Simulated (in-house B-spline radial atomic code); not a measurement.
Checks on a self-consistent run for Tl VII (Tl6+), [Xe] 4f13 5d7 7g1. Level of theory: Dirac-Hartree-Fock, average of configuration, Fermi nucleus of rms radius 5.4759 fm; calculated with a radial B-spline atomic code at the basis-set limit.

```json
{"orbital": "1s1/2", "q": "2", "ε (Eh)": "-3168.47550", "<1/r>": "99.352", "<r²>": "0.000368943", "small-component weight": "0.095158"}
{"orbital": "2s1/2", "q": "2", "ε (Eh)": "-573.19665", "<1/r>": "24.5315", "<r²>": "0.0055452", "small-component weight": "0.021923"}
{"orbital": "2p1/2", "q": "2", "ε (Eh)": "-549.29196", "<1/r>": "24.4428", "<r²>": "0.00392226", "small-component weight": "0.021969"}
{"orbital": "2p3/2", "q": "4", "ε (Eh)": "-473.26921", "<1/r>": "19.6766", "<r²>": "0.00510241", "small-component weight": "0.019404"}
{"orbital": "3s1/2", "q": "2", "ε (Eh)": "-142.76617", "<1/r>": "9.01325", "<r²>": "0.0358623", "small-component weight": "0.0073783"}
{"orbital": "3p1/2", "q": "2", "ε (Eh)": "-132.05295", "<1/r>": "8.91111", "<r²>": "0.032715", "small-component weight": "0.007308"}
{"orbital": "3p3/2", "q": "4", "ε (Eh)": "-114.92878", "<1/r>": "7.67242", "<r²>": "0.0390174", "small-component weight": "0.006576"}
{"orbital": "3d3/2", "q": "4", "ε (Eh)": "-97.47554", "<1/r>": "7.55147", "<r²>": "0.0299138", "small-component weight": "0.0064307"}
{"orbital": "3d5/2", "q": "6", "ε (Eh)": "-93.85404", "<1/r>": "7.27296", "<r²>": "0.0316267", "small-component weight": "0.0062319"}
{"orbital": "4s1/2", "q": "2", "ε (Eh)": "-36.55694", "<1/r>": "3.81591", "<r²>": "0.171976", "small-component weight": "0.0025146"}
{"orbital": "4p1/2", "q": "2", "ε (Eh)": "-31.90018", "<1/r>": "3.70567", "<r²>": "0.174945", "small-component weight": "0.0024204"}
{"orbital": "4p3/2", "q": "4", "ε (Eh)": "-27.65089", "<1/r>": "3.29727", "<r²>": "0.204505", "small-component weight": "0.0021646"}
{"orbital": "4d3/2", "q": "4", "ε (Eh)": "-20.03690", "<1/r>": "3.09537", "<r²>": "0.213454", "small-component weight": "0.001958"}
{"orbital": "4d5/2", "q": "6", "ε (Eh)": "-19.23170", "<1/r>": "2.99906", "<r²>": "0.223877", "small-component weight": "0.001886"}
{"orbital": "5s1/2", "q": "2", "ε (Eh)": "-9.39749", "<1/r>": "1.58282", "<r²>": "0.836239", "small-component weight": "0.00066617"}
{"orbital": "5p1/2", "q": "2", "ε (Eh)": "-7.68693", "<1/r>": "1.47836", "<r²>": "0.94063", "small-component weight": "0.00059744"}
{"orbital": "5p3/2", "q": "4", "ε (Eh)": "-6.84268", "<1/r>": "1.33892", "<r²>": "1.09639", "small-component weight": "0.0005232"}
{"orbital": "4f5/2", "q": "5.5714", "ε (Eh)": "-9.40961", "<1/r>": "2.66631", "<r²>": "0.24438", "small-component weight": "0.0015334"}
{"orbital": "4f7/2", "q": "7.4286", "ε (Eh)": "-9.23023", "<1/r>": "2.62999", "<r²>": "0.250558", "small-component weight": "0.0015043"}
{"orbital": "5d3/2", "q": "2.8", "ε (Eh)": "-4.38324", "<1/r>": "1.1247", "<r²>": "1.51532", "small-component weight": "0.00038664"}
{"orbital": "5d5/2", "q": "4.2", "ε (Eh)": "-4.26896", "<1/r>": "1.09204", "<r²>": "1.59127", "small-component weight": "0.00036864"}
{"orbital": "7g7/2", "q": "0.44444", "ε (Eh)": "-0.50743", "<1/r>": "0.15016", "<r²>": "89.1505", "small-component weight": "1.4801e-05"}
{"orbital": "7g9/2", "q": "0.55556", "ε (Eh)": "-0.50760", "<1/r>": "0.150276", "<r²>": "89.0747", "small-component weight": "1.4826e-05"}
```

Electron-electron repulsion V_ee = 7164.6376 hartree.

(1) What total energy follows from the eigenvalues?

(2) Does the Dirac virial theorem hold?

(3) What diamagnetic shielding (Lamb formula) and susceptibility (Langevin formula) do the radii give?

Results:

(1) The eigenvalues count the repulsion twice, so E = Σqε - V_ee = -13093.683 - 7164.638 = -20258.320 hartree; the run printed -20258.320.

(2) For a point nucleus E = -2c²Σq·w, with w the small-component weight. Here Σq·w = 0.53917 and c = 137.0360, so the ratio E/(-2c²Σq·w) is 1.000417; the finite nucleus accounts for the departure from 1.

(3) σ = (α²/3)Σq<1/r> = 628.105/(3·137.036²) = 11149 ppm, and χ = -0.79199×10⁻⁶·Σq<r²> = -91.51×10⁻⁶ cm³/mol with Σq<r²> = 115.55 bohr². Both are non-relativistic formulas without the paramagnetism of open shells; for so heavy an element the full relativistic shielding is larger by tens of per cent.
